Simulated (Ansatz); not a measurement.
Pulling on the C5–H7 bond in C2H5B (SMILES BC=C) (multiplicity 1 held, fragments rigid). Energies count from the point at 1.086 Å.
Geometry at that point (charge 0, multiplicity 1):
```xyz
8

B     -0.19234     0.13481     1.34229
H     -0.50441     1.28521     1.41150
H     -0.13703    -0.51541     2.34022
C      0.12717    -0.46654    -0.03329
C      0.06087     0.27672    -1.14769
H      0.41542    -1.50959    -0.14141
H      0.28057    -0.11862    -2.13458
H     -0.22108     1.32325    -1.10132
```

Signs of static correlation in cc-pVTZ, with CASSCF(2,2), from Ansatz (a program for electronic structure) runs.

```
R (Å)  T1 of restricted CCSD  ⟨S²⟩ of UHF  largest double amplitude of restricted CCSD  weight of the CASSCF reference in MRCISD  CASSCF natural occupations
-----  ---------------------  -----------  -------------------------------------------  ----------------------------------------  --------------------------
0.868                  0.011        0.033                                        0.075                                     0.883                   1.99 0.01
0.977                  0.011        0.025                                        0.074                                     0.882                   1.99 0.01
1.086                  0.011        0.022                                        0.074                                     0.882                   1.98 0.02
1.194                  0.011        0.023                                        0.073                                     0.881                   1.98 0.02
1.303                  0.011        0.028                                        0.073                                     0.881                   1.97 0.03
1.466                  0.012        0.050                                        0.073                                     0.881                   1.94 0.06
1.628                  0.013        0.216                                        0.081                                     0.880                   1.91 0.09
1.900                  0.016            …                                        0.174                                     0.880                   1.83 0.17
2.171                  0.022        1.052                                            …                                     0.880                   1.71 0.29
2.497                  0.031        1.180                                        0.403                                     0.880                   1.53 0.47
2.931                  0.045        1.236                                        0.567                                     0.880                   1.31 0.69
3.474                  0.058        1.254                                        0.725                                     0.880                   1.14 0.86
```

### Question
Complete the blanks.

### Answer

- 1.900, ⟨S²⟩ of UHF: 0.793
- 2.171, largest double amplitude of restricted CCSD: 0.276

Doubts at one or more of the structures used: a restricted determinant that unrestricted orbitals would lower (R-CCSD(T)/cc-pVTZ); other coupled-cluster roots lie near (R-CCSD(T)/cc-pVTZ); T1 above 0.05 (R-CCSD(T)/cc-pVTZ, U-CCSD(T)/cc-pVTZ); a spin-contaminated determinant (U-CCSD(T)/cc-pVTZ); the program's own flag: large difference (U-CCSD(T)/cc-pVTZ).
